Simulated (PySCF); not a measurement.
**Fractional electron number in I⁺ (iodine, charge +1)**

The 5p beta orbital of [Kr] 4d10 5s2 5p4 is emptied in steps (occupation f), with all orbitals relaxed, ending at [Kr] 4d10 5s2 5p3. Computed with PySCF 2.14 in x2c-TZVPall, with scalar relativity by spin-free X2C-1e. The exact energy is a straight line in f; departures are measured from the line between the end points of the same method.

```tsv
f	UHF (eV)	LDA (eV)	PBE (eV)	PBE0 (eV)	r2SCAN (eV)	LC-wPBE (eV)	BHandHLYP (eV)	B3LYP (eV)
1	0.000	0.000	0.000	0.000	0.000	0.000	0.000	0.000
0.9	0.063	-0.388	-0.374	-0.267	-0.348	-0.024	-0.173	-0.301
0.7	0.144	-0.907	-0.873	-0.620	-0.803	-0.054	-0.406	-0.704
0.5	0.168	-1.080	-1.037	-0.736	-0.942	-0.060	-0.487	-0.840
0.3	0.139	-0.907	-0.869	-0.615	-0.773	-0.047	-0.413	-0.707
0.1	0.059	-0.389	-0.371	-0.262	-0.317	-0.018	-0.179	-0.304
0	0.000	0.000	0.000	0.000	0.000	0.000	0.000	0.000
```

For r2SCAN, how does the orbital energy at f = 1 compare with the removal energy?

−ε = 14.916 eV against a total-energy difference of 18.797 eV. By Janak's theorem ε = ∂E/∂f, so the gap between them reflects the curvature. Along the path −ε is 15.721 (f = 0.9), 17.318 (f = 0.7), 18.885 (f = 0.5), 20.384 (f = 0.3), 21.716 (f = 0.1) eV.

```csv
method,E(f=0) − E(f=1) (eV),−ε at f=1 (eV),−ε at f=0.5 (eV)
UHF,17.718,18.420,17.703
LDA,19.096,14.786,19.094
PBE,18.760,14.599,18.770
PBE0,18.773,15.807,18.789
r2SCAN,18.797,14.916,18.885
LC-wPBE,18.883,18.611,18.901
BHandHLYP,18.807,16.885,18.789
B3LYP,18.963,15.616,18.955
```

Reference removal energy between the ground levels: 19.131 eV (measured; NIST Atomic Spectra Database, ionization energies). The calculation has no spin-orbit coupling. UHF lacks correlation.
